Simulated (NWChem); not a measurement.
Species: C2H4FNSi; SMILES N#C[C@@H](F)[SiH3]

Program: NWChem. The geometry was optimised at PBE0/def2-SVP.

For level B3LYP/def2-SVP:

```
Quantity                     Value
---------------------------  -----
highest occupied level (eV)  -8.70
orbital gap (eV)              8.01
dipole (D)                    3.31
```

Task: Estimate the same quantities for level BLYP/def2-SVP.

Result: The highest occupied level (eV) is -7.34 and the orbital gap (eV) is 5.99. The dipole (D) is 3.16.
